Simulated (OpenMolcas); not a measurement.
## Se⁴⁺: effect of the active space

```yaml
Program: OpenMolcas
Method: MS-CASPT2 or its RAS form, IPEA 0.25 Eh, imaginary shift 0.1 Eh
Basis: ANO-R2
Scalar_Hamiltonian: X2C, finite nucleus
Spin-orbit_coupling: RASSI with atomic mean-field integrals over the reference wave functions, term energies averaged over their components
```

A. 2 electrons in 4 orbitals (4s 4p); 2S+1 = 3 even, 3 roots; 2S+1 = 1 even, 7 roots; 2S+1 = 3 odd, 3 roots; 2S+1 = 1 odd, 3 roots; closed shells correlated: 3d; CASPT2 step of the order of 2.6 core-seconds
B. 2 electrons in 8 orbitals (4s 4p 5s 5p); 2S+1 = 3 even, 3 roots; 2S+1 = 1 even, 7 roots; 2S+1 = 3 odd, 3 roots; 2S+1 = 1 odd, 3 roots; closed shells correlated: 3d; CASPT2 step roughly 8 core-seconds
C. 2 electrons in 9 orbitals (RAS2 4s 4p; RAS3 4d, at most 2 electrons); 2S+1 = 3 even, 3 roots; 2S+1 = 1 even, 7 roots; 2S+1 = 3 odd, 3 roots; 2S+1 = 1 odd, 3 roots; closed shells correlated: 3d; CASPT2 step roughly 7 core-seconds

Energies in eV above 4s² ¹S₀, the measured ground level; measured values from the list in Rauch et al., Astron. Astrophys. 606, A105 (2017).

| Level | A | B | C | Measured |
| --- | --- | --- | --- | --- |
| 4s² ¹S₀ | 0.0000 | 0.0000 | 0.0000 | 0.0000 |
| 4s 4p ³P°₀ | 10.993 | 10.978 | 11.018 | 11.1275 |
| 4s 4p ³P°₁ | 11.166 | 11.152 | 11.191 | 11.3260 |
| 4s 4p ³P°₂ | 11.550 | 11.536 | 11.574 | 11.7735 |
| 4s 4p ¹P°₁ | 16.219 | 16.184 | 16.183 | 16.3328 |
| 4p² ³P₀ | 26.008 | 25.989 | 26.023 | 26.2591 |
| 4p² ³P₁ | 26.247 | 26.225 | 26.259 | 26.5439 |

Deviations, from unrounded energies. A percentage is the sum of absolute deviations over the sum of measured energies, with the sign that they share, or ± where signs differ.

```json
{"Against measurement": "mean absolute deviation (cm-1)", "Levels": "6", "A": "1600", "B": "1700", "C": "1500"}
{"Against measurement": "other configurations (%)", "Levels": "6", "A": "-1.1", "B": "-1.3", "C": "-1.1"}
```

C lies closest to measurement on these levels and B furthest from it. The largest miss of C in the table is 4p² ³P₁, by -2300 cm-1. The ranking rests on the paired levels alone, and a cruder setting can come out closer through cancelling errors.

Among A to C the level of the table that moves most is 4s 4p ³P°₀, by 320 cm-1 (lowest in B, highest in C). Moves below CASPT2's spread within the term are not significant.

Over all roots computed the reference weight is 0.92 to 0.97 in A, 0.90 to 0.97 in B; the roots of lowest weight are the least certain, and an intruder state may touch them. The ¹D term of p² mixes with s d, which this space lacks (holds for A; B). Active for correlation alone: 5p 5s; no level in the range computed is led by a configuration that fills them, so any true level of that kind is missing (holds for B). Active for correlation alone: 4d; no level in the range computed is led by a configuration that fills it, so any true level of that kind is missing (holds for C). Some terms mix strongly with configurations of 4d, whose occupation reaches 0.21 (4p² ¹D) (holds for C). Computed and measured levels are paired by configuration, term and J; levels that our copy of the source lacks, or whose pairing is in doubt (as where it misses far off the trend of its configuration), stay unpaired and out of the deviations. Only configurations of the active space appear. The table leaves out levels that lie high or whose names do not pair safely across all columns.

° marks odd parity.
